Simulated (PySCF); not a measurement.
**Correlation energy of Ga⁺ (gallium, charge +1)**

Starting occupation: [Ar] 3d10 4s2. Calculation: PySCF 2.14, in x2c-QZVPPall-2c (11s9p5d4f1g, 100 functions); X2C-1e with screened-nucleus spin-orbit coupling, Gaussian nucleus. Frozen: [Ne]; 20 electrons correlated; the 8 highest virtual spinors left out.

MP2 pair energies summed by pair of shells (mhartree):

```tsv
pair	energy	share (%)
3d3/2-3d5/2	-204.61	25.1
3d5/2-3d5/2	-140.84	17.3
3d5/2-3p3/2	-75.59	9.3
3d3/2-3d3/2	-59.53	7.3
3d3/2-3p3/2	-52.86	6.5
3d5/2-3p1/2	-39.76	4.9
3d5/2-4s1/2	-34.47	4.2
3d5/2-3s1/2	-30.12	3.7
4s1/2-4s1/2	-27.31	3.3
3d3/2-3p1/2	-24.00	2.9
3p1/2-3p3/2	-22.82	2.8
3d3/2-4s1/2	-22.68	2.8
3p3/2-3p3/2	-22.33	2.7
3d3/2-3s1/2	-20.09	2.5
3p3/2-3s1/2	-13.95	1.7
3p1/2-3s1/2	-7.02	0.9
3p1/2-3p1/2	-5.48	0.7
3p3/2-4s1/2	-4.93	0.6
3s1/2-3s1/2	-3.74	0.5
3p1/2-4s1/2	-2.32	0.3
3s1/2-4s1/2	-0.95	0.1
```

Total MP2 correlation energy: -815.39 mhartree.

MP2 falls well short for the outer s pair, which is nearly degenerate with np².

This basis was not built for core-valence correlation, so the inner-shell part is incomplete.
